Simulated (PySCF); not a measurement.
**Name the molecule from its bond curve**

A diatomic of charge 0 contains Rh. Its triplet curve at UHF-CCSD in a triple-zeta basis (spin-free X2C with a Gaussian nucleus, PySCF), in eV from the separated fragments:

```json
{"R (Å)": "1.396", "E (eV)": "-2.671"}
{"R (Å)": "1.458", "E (eV)": "-2.819"}
{"R (Å)": "1.504", "E (eV)": "-2.870"}
{"R (Å)": "1.551", "E (eV)": "-2.882"}
{"R (Å)": "1.597", "E (eV)": "-2.863"}
{"R (Å)": "1.660", "E (eV)": "-2.799"}
{"R (Å)": "1.737", "E (eV)": "-2.675"}
{"R (Å)": "1.830", "E (eV)": "-2.483"}
```

The fit gives ωe = 2023 cm⁻¹ and the rotational constant Bₑ = 7.087 cm⁻¹.

Question: Which atom is the partner?

Answer: The minimum lies at 1.544 Å, so the reduced mass is 16.8576 u Å² cm⁻¹/(Bₑ·Re²) = 0.9978 u. With Rh at 102.91 u the partner weighs about 1.0 u: H. The molecule is RhH.

Correlated steps freeze 14 core orbitals. Spin–orbit coupling is left out. The state is the lowest single determinant that the PBE0 search found; with open d or f shells the true ground state can be another one.
